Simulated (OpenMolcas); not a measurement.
## Ge III: effect of the basis set

| Property | Result |
| --- | --- |
| Program | OpenMolcas |
| Method | RASSCF |
| Active space | 2 electrons in 9 orbitals (RAS2 4s 4p; RAS3 4d, at most 2 electrons) |
| State averaging | 2S+1 = 3 even, 3 roots; 2S+1 = 1 even, 7 roots; 2S+1 = 3 odd, 3 roots; 2S+1 = 1 odd, 3 roots |
| Spin-orbit coupling | RASSI with atomic mean-field integrals over the reference wave functions, term energies averaged over their components |

A. ANO-RCC-VTZP [6s5p3d1f], DKH2, point nucleus; cost about 14 core-seconds
B. ANO-RCC-VQZP [7s6p4d2f1g], DKH2, point nucleus; cost roughly 21 core-seconds
C. ANO-R2 [6s5p4d3f1g], X2C, finite nucleus; cost roughly 13 core-seconds
D. ANO-RCC [10s9p8d5f2g], DKH2, point nucleus; cost roughly 40 core-seconds

Energies in eV above 4s² ¹S₀, the measured ground level; measured values from Sugar and Musgrove, J. Phys. Chem. Ref. Data 22, 1213 (1993).

| Level | A | B | C | D | Measured |
| --- | --- | --- | --- | --- | --- |
| 4s² ¹S₀ | 0.0000 | 0.0000 | 0.0000 | 0.0000 | 0.0000 |
| 4s 4p ³P°₀ | 7.1193 | 7.0765 | 7.0845 | 7.0558 | 7.6540 |
| 4s 4p ³P°₁ | 7.2003 | 7.1585 | 7.1652 | 7.1382 | 7.7490 |
| 4s 4p ³P°₂ | 7.3701 | 7.3308 | 7.3347 | 7.3114 | 7.9528 |
| 4s 4p ¹P°₁ | 11.4278 | 11.3692 | 11.3728 | 11.3396 | 11.3908 |
| 4p² ¹D₂ | 17.4509 | 17.1640 | 17.2047 | 17.0625 | 17.9746 |
| 4p² ³P₀ | 17.7696 | 17.7179 | 17.6716 | 17.6980 | 18.3107 |
| 4p² ³P₁ | 17.8635 | 17.8131 | 17.7650 | 17.7932 | 18.4290 |
| 4p² ³P₂ | 18.0425 | 17.9884 | 17.9387 | 17.9673 | 18.6437 |

Deviations, from unrounded energies. A percentage is the sum of absolute deviations over the sum of measured energies, with the sign that they share, or ± where signs differ.

| Against measurement | Levels | A | B | C | D |
| --- | --- | --- | --- | --- | --- |
| mean absolute deviation (cm-1) | 8 | 4000 | 4500 | 4600 | 4800 |
| other configurations (%) | 8 | ±3.6 | -4.1 | -4.2 | -4.4 |

A lies closest to measurement on these levels and D furthest from it. The largest miss of A in the table is 4p² ³P₂, by -4800 cm-1. The ranking rests on the paired levels alone, and a cruder setting can come out closer through cancelling errors.

Among A to D the level of the table that moves most is 4p² ¹D₂, by 3100 cm-1 (lowest in D, highest in A).

Active for correlation alone: 4d; no level in the range computed is led by a configuration that fills it, so any true level of that kind is missing. Some terms mix strongly with configurations of 4d, whose occupation reaches 0.22 (4p² ¹D) (figures for A; the like holds for B, C, D). Configurations are named by rounded mean occupations; where the s occupation lies near a half they are strongly mixed, a name can repeat and a true partner stay unpaired (holds for D). Computed and measured levels are paired by configuration, term and J; levels that our copy of the source lacks, or whose pairing is in doubt (as where it misses far off the trend of its configuration), stay unpaired and out of the deviations. Only configurations of the active space appear. The table leaves out levels that lie high or whose names do not pair safely across all columns.

° marks odd parity.
